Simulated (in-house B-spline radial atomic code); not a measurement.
A calculation on Br: its settings, and results tabulated from the run. Computed with a radial B-spline atomic code at the basis-set limit: non-relativistic revTPSS, spin-polarised, spherical fractional occupations, point nucleus.

Command:
```bash
python run_scf.py task.json out
```
Settings:
```
Z                35
configuration    [Ar] 3d10 4s2 4p5
hamiltonian      nr
method           revtpss,revtpss
spin_polarised   True
```

Output (hartree, bohr):
```
 radial grid: 58 intervals, B-splines of order 8, outer radius 50 bohr

 iter        energy (Eh)    residual
    1       -2573.461607    5.19e-02
    2       -2573.464624    2.44e-03
    3       -2573.464731    6.64e-04
    4       -2573.464732    3.24e-04
    5       -2573.464732    3.53e-05
    6       -2573.464732    1.59e-05
    7       -2573.464732    4.95e-06
    8       -2573.464732    9.19e-07
    9       -2573.464732    1.09e-07

 total energy                     -2573.46473
 kinetic                            2571.9160
 electron-nucleus                  -6153.2377
 Hartree                            1098.4190
 exchange-correlation                -90.5620

 orbital      occ     eigenvalue          <r>       <r^2>       <1/r>       r_max
 1s up      1.000      -481.7394    0.0436568  0.00255217     34.5158     0.02884
 1s down    1.000      -481.7375    0.0436567  0.00255215     34.5158     0.02884
 2s up      1.000       -61.9314     0.193535   0.0440885     7.65185      0.1628
 2s down    1.000       -61.9305     0.193534   0.0440876     7.65181      0.1628
 2p up      3.000       -55.7254     0.167216   0.0341557     7.62131      0.1291
 2p down    3.000       -55.7234     0.167217   0.0341558     7.62122      0.1291
 3s up      1.000        -8.5054     0.561983    0.363027     2.52455      0.4933
 3s down    1.000        -8.5032     0.561991    0.363003     2.52423      0.4934
 3p up      3.000        -6.3373     0.568958    0.378956     2.41023      0.4854
 3p down    3.000        -6.3345     0.568887    0.378791      2.4102      0.4855
 3d up      5.000        -2.5110     0.588702    0.429851      2.1554      0.4309
 3d down    5.000        -2.5068      0.58791    0.428315     2.15692      0.4309
 4s up      1.000        -0.7403      1.71392     3.36564    0.769639       1.453
 4s down    1.000        -0.7069      1.71607     3.37971    0.770283        1.45
 4p up      3.000        -0.3086      2.09123     5.13342    0.628774       1.665
 4p down    2.000        -0.2779      2.11827     5.29316    0.623013        1.67
```

Run time, properties included: 0.28 s on 1 thread of Arm Neoverse V2, on a shared host.
